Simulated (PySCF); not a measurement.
Vertical excitations of a molecule C4H7ClSi from TDA-PBE/def2-SVPD in PySCF, as energy in eV (oscillator strength): 5.15 (0.003), 5.48 (0.009), 5.92 (0.011), 6.08 (0.002), 6.16 (0.063), 6.25 (0.053), 6.36 (0.009), 6.39 (0.007), 6.45 (0.027), 6.62 (0.077). Lowest triplet (TDA): 4.35 eV. Coordinates come from a TPSSh-D3(BJ)/def2-SVP optimisation. One conformer was computed; it need not be the lowest.

### Question
Which molecule gave these data?
A. ClC1=C[SiH2]CC1
B. C=C=C(C)[SiH2]Cl
C. C#CC[Si@@H](C)Cl
D. C=C/C(Cl)=C/[SiH3]

### Answer
B, C=C=C(C)[SiH2]Cl
